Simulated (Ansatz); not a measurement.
Ansatz (a quantum-chemistry and plane-wave program) input:

Ansatz 0.2 input:
```yaml
crystal:
  periodic: [false, false, false]
  atoms:
    - {symbol: Os, position_ang: [-0.00000000, -0.00000000, -0.12166920]}
    - {symbol: C, position_ang: [0.00000000, 0.00000000, 1.54114318]}
basis:
  gaussian:
    orbitals: def2-TZVP
hamiltonian:
  xc: b3lyp
  dispersion: d3bj
magnetization: {spin_polarized: true, initial_magnetization: 2}
phonons: {temperatures: {t_min: 298.15, t_max: 298.15, t_step: 100}}
```

Problem. What final total energy does it print?

Solution. -128.68704 Eh (B3LYP-D3(BJ)/def2-TZVP). The basis has 71 functions.

The spin state was set by rule; other spins were not relaxed.
